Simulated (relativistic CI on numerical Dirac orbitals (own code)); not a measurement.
## Line list: Electric-dipole lines, Xe²⁷⁺

Method of calculation: Dirac-Coulomb-Breit CI, separate exchange-only KLI orbitals for each configuration, model QED (radiative potential, 1s self-energy scaled to tabulated hydrogen-like ionisation energies), unscaled Slater integrals (own radial code, finite nucleus).

CI space (outside the closed core [Ne]): 3s2 3p6 3d9, 3s2 3p5 3d10, 3s 3p6 3d10, 3s2 3p6 3d8 4s, 3s2 3p6 3d8 4p, 3s2 3p6 3d8 4d, 3s2 3p4 3d10 4s, 3s2 3p6 3d8 4f, 3s2 3p5 3d9 4s, 3s2 3p4 3d10 4p, 3s2 3p6 3d7 4s2, 3s2 3p5 3d9 4p, 3s2 3p4 3d10 4d, 3s 3p5 3d10 4s, 3s2 3p6 3d7 4s 4p, 3s2 3p6 3d8 5s. Levels of other configurations are missing.

```csv
λ vac (Å),Lower,Upper,A (s⁻¹),E lower (eV),E upper (eV)
14.317,3s2 3p6 3d9 2D_5/2 [1],3s2 3p5 3d9 4s 2F°_7/2 [135],3.67e+12,0.000,865.987
17.814,3s2 3p6 3d9 2D_5/2 [1],3s2 3p6 3d8 4p 2F°_7/2 [38],1.72e+12,0.000,695.982
47.649,3s2 3p6 3d8 4s 4F_9/2 [6],3s2 3p5 3d9 4s 4D°_7/2 [159],7.45e+11,618.155,878.360
47.673,3s2 3p6 3d8 4s 2F_7/2 [7],3s2 3p5 3d9 4s 2D°_5/2 [163],6.90e+11,620.118,880.190
48.204,3s2 3p6 3d9 2D_5/2 [1],3s2 3p5 3d10 2P°_3/2 [3],7.24e+11,0.000,257.207
50.570,3s2 3p6 3d8 4s 4F_9/2 [6],3s2 3p5 3d9 4s 4F°_9/2 [134],2.74e+11,618.155,863.331
118.28,3s2 3p6 3d8 4p 4G°_7/2 [27],3s2 3p6 3d8 4d 4H_9/2 [87],1.29e+11,684.781,789.600
119.01,3s2 3p6 3d8 4p 2G°_9/2 [23],3s2 3p6 3d8 4d 2H_11/2 [69],1.48e+11,672.656,776.831
120.38,3s2 3p6 3d8 4p 2H°_9/2 [37],3s2 3p6 3d8 4d 2I_11/2 [105],1.45e+11,695.343,798.340
139.92,3s2 3p6 3d8 4p 4G°_11/2 [31],3s2 3p6 3d8 4d 4H_13/2 [72],1.12e+11,691.242,779.853
140.01,3s2 3p6 3d8 4p 4G°_9/2 [45],3s2 3p6 3d8 4d 4H_11/2 [92],1.12e+11,704.453,793.007
166.06,3s2 3p6 3d8 4s 4F_9/2 [6],3s2 3p6 3d8 4p 4F°_9/2 [33],3.04e+10,618.155,692.819
166.39,3s2 3p6 3d8 4s 2D_5/2 [8],3s2 3p6 3d8 4p 2F°_7/2 [40],4.54e+10,624.729,699.245
167.14,3s2 3p6 3d8 4s 2F_7/2 [7],3s2 3p6 3d8 4p 2D°_5/2 [36],4.39e+10,620.118,694.296
168.60,3s2 3p6 3d8 4s 4P_5/2 [13],3s2 3p6 3d8 4p 4D°_7/2 [52],4.90e+10,637.152,710.690
169.64,3s2 3p6 3d8 4s 4F_9/2 [6],3s2 3p6 3d8 4p 4G°_11/2 [31],5.04e+10,618.155,691.242
170.00,3s2 3p6 3d8 4s 4F_7/2 [10],3s2 3p6 3d8 4p 4G°_9/2 [45],4.99e+10,631.520,704.453
170.12,3s2 3p6 3d8 4s 2F_7/2 [7],3s2 3p6 3d8 4p 2F°_7/2 [34],3.32e+10,620.118,692.997
172.39,3s2 3p6 3d8 4s 2G_9/2 [17],3s2 3p6 3d8 4p 2H°_11/2 [55],4.83e+10,642.182,714.103
233.83,3s2 3p6 3d8 4s 4F_9/2 [6],3s2 3p6 3d8 4p 4D°_7/2 [22],1.50e+10,618.155,671.178
```

Terms are leading LS components. Brackets give the number of a level in order of energy, since labels repeat. The list gives strong lines, with weight on those to low levels, without lines whose two gauges differ by over a factor of 2.5, among the lowest 200 of 614 levels, so that lines to higher ones, which can be the strongest, are missing. Levels whose partners in the same complex of configurations lie outside the list can be far off, and so can their lines. Rates are taken at the computed energies, electric ones in the length gauge.

At this charge energies of transitions that change n are usually good to better than 1 %, and those within a shell (Δn = 0) to a few per cent.

LS names give the leading component of a level, which can be under half, so a name can repeat, a term be missing and a line seem to break the LS rules.
